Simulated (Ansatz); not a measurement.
Harmonic frequencies (cm⁻¹) at PBE0-D4/def2-TZVP from Ansatz: 107, 147, 200, 346, 730, 797, 823, 964, 982, 1097, 1284, 1347, 1462, 1469, 3068, 3080, 3163, 3166.

Each molecule was computed in one conformer, which needn't be the lowest.

Problem. Which molecule is it?
A. `CSC=S`
B. `CC1SS1`
C. `C=C(S)S`
D. `[SiH3][O][SbH2]`

Solution. A.
